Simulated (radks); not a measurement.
The numbers below are computed, except where a source is named.
Q: Excited configurations of the ytterbium ion Yb+: one electron is placed in a higher orbital outside [Xe] 4f14. The ground configuration is [Xe] 4f14 6s1. Code: a radial shooting solver on a logarithmic mesh with Libxc functionals. Model: scalar-relativistic Kohn-Sham, PBE, spin-polarised, spherical densities, point nucleus; open shells are filled with parallel spins first (spin-orbit coupling, left out, can overturn this in heavy ions). Excitation = E - E(ground); binding = E(ion) - E, where the ion is the core of charge +2; n* = 2/sqrt(2 binding) in atomic units, and the quantum defect is n - n*.

| outer orbital | excitation (eV) | binding (eV) | n* | quantum defect | eigenvalue (eV) | <r> (bohr) |
|---|---|---|---|---|---|---|
| 5d | 2.979 | 9.461 | 2.398 | 2.602 | -5.872 | 2.979 |
| 6p | 3.810 | 8.630 | 2.511 | 3.489 | -6.598 | 4.566 |
| 6d | 7.573 | 4.867 | 3.344 | 2.656 | -3.700 | 7.367 |
| 7s | 6.539 | 5.901 | 3.037 | 3.963 | -4.725 | 7.311 |
| 7f | 10.698 | 1.742 | 5.589 | 1.411 | -1.382 | 22.01 |

Estimate the row for 7d.

A: excitation (eV) 9.440; binding (eV) 3.000; n* 4.259; quantum defect 2.741; eigenvalue (eV) -2.379; <r> (bohr) 12.94. The Delta-SCF ionisation energy is 12.440 eV (NIST Atomic Spectra Database: 12.179 eV, measured). Self-interaction in the functional shifts the binding energies and quantum defects, so they are the method's values and not measured ones.
